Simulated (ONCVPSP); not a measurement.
u(r) = r·R(r): atom against pseudo-atom (P (Z = 15))

Columns: radius, all-electron u(r) and pseudo u(r) of the 2s shell (level -173.99 eV) of phosphorus in the configuration [He] 2s2 2p6 3s2 3p3; PBE, scalar-relativistic, ONCV scheme, ONCVPSP 4.0.1.

```csv
r (bohr),all-electron,pseudo
0.053,-0.6691,0.2767
0.105,-0.3707,0.5354
0.158,0.1738,0.7745
0.210,0.6702,0.9754
0.262,1.0434,1.1362
0.315,1.2864,1.2547
0.368,1.4106,1.3263
0.420,1.4446,1.3532
0.473,1.4150,1.3399
0.525,1.3443,1.2928
0.578,1.2470,1.2180
0.630,1.1385,1.1256
0.683,1.0235,1.0203
0.735,0.9120,0.9130
0.788,0.8037,0.8056
0.840,0.7048,0.7061
0.893,0.6126,0.6131
0.945,0.5312,0.5312
0.998,0.4572,0.4571
1.050,0.3933,0.3932
1.102,0.3373,0.3372
1.155,0.2877,0.2876
1.208,0.2448,0.2447
1.260,0.2086,0.2085
1.313,0.1768,0.1767
1.365,0.1500,0.1500
```

(1) How many radial nodes do the two functions have?

(2) At about which radius was the pseudo-wave matched?

(3) Where does each function peak?

(4) Is the pseudo-wave norm-conserving?

Answers

(1) The all-electron 2s function has n − l − 1 = 1; the pseudo-wave has 0, since the states of the same l below it are removed with the core.

(2) 1.05 bohr. The columns agree to 0.0005 from 0.89 bohr on; several derivatives are matched, so the curves merge somewhat inside the radius.

(3) Outermost all-electron maximum near 0.42 bohr, pseudo maximum near 0.42 bohr (to the table’s step).

(4) Yes: the ONCV scheme keeps the norm inside the radius equal to the all-electron one, which fixes the energy derivative of the logarithmic derivative at the level.
